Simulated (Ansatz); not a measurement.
Geometry optimisation, RKS r2SCAN-D4/def2-SVP in Ansatz 0.2.0.

Input:

```yaml
crystal:
  periodic: [false, false, false]
  atoms:
    - { symbol: B, position_ang: [0.0, 0.0, 0.0] }
    - { symbol: C, position_ang: [0.0, 0.0, 1.95] }
    - { symbol: H, position_ang: [-0.9996, -0.3092, 2.3205] }
    - { symbol: H, position_ang: [0.7676, -0.7111, 2.3205] }
    - { symbol: H, position_ang: [0.232, 1.0203, 2.3205] }
    - { symbol: H, position_ang: [1.0305, 0.0, -0.595] }
    - { symbol: H, position_ang: [-1.0305, 0.0, -0.595] }
    - { symbol: Br, position_ang: [-0.2997, -2.2003, 0.7379] }
    - { symbol: H, position_ang: [-0.1579, -1.159, 1.8229] }
basis:
  gaussian: { orbitals: def2-SVP }
hamiltonian:
  xc: r2scan
  dispersion: d4
relax:
  f_tol: 0.15
  max_steps: 25
  restrain:
    - { distance: [0, 7], at: 2.04, k: 30.0 }
    - { distance: [8, 1], at: 1.11, k: 30.0 }
    - { distance: [0, 1], at: 2.8, k: 30.0 }
    - { distance: [8, 7], at: 2.75, k: 30.0 }
```

Command:

```bash
$ ansatz run input.yaml --threads 2 --pin off --max-ram 3072MiB --backend cpu --events-out ev --progress --plain --runs-dir out
```

Where does it end, and by what steps?

The run converged. The restraints hold the end off the free minimum; the threshold counts their pulls, which the force column leaves out. Restrained pairs: B1–Br8 (2.34 → 2.00 Å), C2–H9 (1.18 → 1.11 Å), B1–C2 (1.95 → 2.80 Å), Br8–H9 (1.51 → 2.75 Å). After 11 steps the energy has fallen by 3.917 eV (the restraints' own energy left out); Br8 moved furthest, 1.32 Å.

```
step  energy less start (eV)  largest force component (eV/Å)  accepted
   0                  0.0000                           5.952       yes
   1                  0.2247                           3.455       yes
   2                  0.9054                           3.312       yes
   3                  1.0485                           2.287       yes
   4                  1.0535                           1.612       yes
   5                  0.3476                           2.383       yes
   6                 -1.0082                           3.493       yes
   7                 -2.6618                           2.270       yes
   8                 -3.6517                           1.542       yes
   9                 -3.8777                           1.748       yes
  10                 -3.9137                           1.462       yes
  11                 -3.9169                           1.320       yes
```

```xyz
9
Properties=species:S:1:pos:R:3
B -0.067 -0.541 -0.367
C -0.020 -0.046 2.391
H -0.975 0.036 2.927
H 0.792 -0.291 3.090
H 0.203 0.898 1.876
H 1.046 -0.102 -0.392
H -1.081 0.094 -0.373
Br -0.252 -2.525 -0.537
H -0.104 -0.883 1.668
```

Run time: 19 s on 2 threads of Intel(R) Xeon(R) Platinum 8488C (Sapphire Rapids), on a shared host, peak memory 0.17 GiB.
